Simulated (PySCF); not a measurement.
## Electron correlation in C⁴⁺ (carbon, charge +4)

1s2, closed-shell 1S. All numbers are calculated (PySCF 2.14, the non-relativistic Hamiltonian (point nucleus), in an even-tempered Gaussian basis (15 s from 1.2 bohr⁻², ratio 2.2; 7 p from 1.9 bohr⁻², ratio 2.4; 4 d from 5.8 bohr⁻², ratio 2.4; 3 f from 8.8 bohr⁻², ratio 2.4; 3 g from 13 bohr⁻², ratio 2.4)). Frozen: nothing; 2 electrons correlated; the 11 highest virtual orbitals of each spin left out.

With two correlated electrons CCSD is exact within the correlated space (frozen core and kept virtual orbitals).

```csv
level,correlation energy (mhartree)
CCSD,-44.47
```

Diagnostics: T1 = 7.5e-05, D1 = 0.0001, largest double amplitude 0.007.

Question: Is a single reference adequate?

Answer: Yes: T1 lies below 0.03 and no double amplitude reaches 0.07.
